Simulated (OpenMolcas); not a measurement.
A calculation on K.

```json
{
 "Program": "OpenMolcas",
 "Method": "CASSCF",
 "Basis": "ANO-RCC-VQZP [7s6p3d2f1g]",
 "Scalar Hamiltonian": "DKH2, point nucleus",
 "Active space": "1 electron in 4 orbitals (4s 4p)",
 "State averaging": "2S+1 = 2 even, 1 root; 2S+1 = 2 odd, 3 roots",
 "Spin-orbit coupling": "state interaction with AMFI integrals over the reference wave functions, term energies averaged over their components"
}
```

Problem. Which level of the active space comes out lowest?

Solution. 4s 2S 1/2, with 100 % of that term; it is also the measured ground level.

Problem. How high does 4p 2P* 3/2 lie?

Solution. 11531 cm-1 above the lowest level; measured 13043 cm-1 above the ground level, so the calculation is off by -12 %.

Problem. How high does 4p 2P* 1/2 lie?

Solution. 11496 cm-1 above the lowest level; measured 12985 cm-1 above the ground level, so the calculation is off by -11 %.

Measured values: NIST Handbook of Basic Atomic Spectroscopic Data.

ANO sets are built for ground and valence states and can reach diffuse excited orbitals poorly. With one active electron the reference holds no correlation, so core polarisation is missing. Measured partners are found by configuration, term and J. A level has none where our copy of the source lacks it or the pairing is in doubt (some pairs that miss far off the trend of their configuration count as doubtful), and it then counts in no deviation. Only configurations of the active space appear.

* marks odd parity.
